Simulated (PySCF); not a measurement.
Species: CH5BCl3P.
Cartesian coordinates in Å at the GFN2-xTB level; atoms count from 1:
```
atom  x, y, z in Å
P1     1.3767   -0.1683   -0.2342
B2    -0.1889    0.9358   -0.0326
C3    -1.3400   -0.2118    0.2362
Cl4   -1.0534   -1.5723   -0.9040
Cl5   -3.0026    0.3396    0.0271
Cl6   -1.1962   -0.9247    1.8692
H7     2.5919    0.4657   -0.0368
H8     1.6687   -0.7888   -1.4273
H9     1.5497   -1.2216    0.6330
H10   -0.0343    1.6463    0.9016
H11   -0.3661    1.5028   -1.0582
```

The closed-shell SCF was solved with PySCF and density fitting under several settings on one GFN2-xTB geometry (grid level 2 and gas phase unless stated).

| settings | basis functions | SCF cycles | E (Eh) | HOMO (eV) | LUMO (eV) | dipole (D) |
| --- | --- | --- | --- | --- | --- | --- |
| PBE0/pcSseg-1 | 155 | 12 | -1787.1381 | -8.33 | -0.64 | 5.02 |
| CAM-B3LYP/def2-SVPD | 185 | 12 | -1787.3229 | -9.72 | 0.25 | 4.85 |
| BHandHLYP/6-31++G**, fitting basis def2-universal-jkfit | 154 | 10 | -1787.7665 | -9.53 | -0.26 | 5.15 |
| PBE0/pcSseg-0, start guess sap | 80 | 13 | -1785.0695 | -8.36 | -0.29 | 5.61 |
| LC-wPBE/def2-SVPD, energy threshold 1e-08 Eh | 185 | 10 | -1786.8015 | -11.07 | 1.39 | 4.98 |
| PBE0/6-31G* | 110 | 12 | -1787.1366 | -8.20 | -0.54 | 4.98 |

Estimate the rows for these settings: (1) PBE0/6-31++G**, grid level 3, energy threshold 1e-07 Eh; (2) B97-2/pcSseg-1, energy threshold 1e-07 Eh, fitting basis def2-universal-jkfit; (3) PBE0/pcSseg-1, fitting basis def2-universal-jkfit.

| settings | basis functions | SCF cycles | E (Eh) | HOMO (eV) | LUMO (eV) | dipole (D) |
| --- | --- | --- | --- | --- | --- | --- |
| PBE0/6-31++G**, grid level 3, energy threshold 1e-07 Eh | 154 | 8 | -1787.1491 | -8.32 | -0.91 | 5.01 |
| B97-2/pcSseg-1, energy threshold 1e-07 Eh, fitting basis def2-universal-jkfit | 155 | 8 | -1787.9059 | -8.08 | -0.71 | 5.01 |
| PBE0/pcSseg-1, fitting basis def2-universal-jkfit | 155 | 10 | -1787.1381 | -8.33 | -0.64 | 5.02 |

Over all rows, what range does the HOMO–LUMO gap span?

From 7.37 eV (B97-2/pcSseg-1, energy threshold 1e-07 Eh, fitting basis def2-universal-jkfit) to 12.46 eV (LC-wPBE/def2-SVPD, energy threshold 1e-08 Eh). The functional of the narrowest has 21 % exact exchange, that of the widest range-separated exact exchange.

And the dipole moment?

From 4.85 D (CAM-B3LYP/def2-SVPD) to 5.61 D (PBE0/pcSseg-0, start guess sap); the largest is 1.16 times the smallest, and the median is 5.01 D.

Compare two rows with the functional PBE0: PBE0/6-31G* and PBE0/pcSseg-1, fitting basis def2-universal-jkfit. Which energy is lower, and by how much?

PBE0/pcSseg-1, fitting basis def2-universal-jkfit (155 functions) lies 0.0015 Eh or 0.9 kcal/mol below PBE0/6-31G* (110 functions).

Cycle counts include a coarse-grid stage where the run had one. All basis functions are spherical, in the Pople sets too.
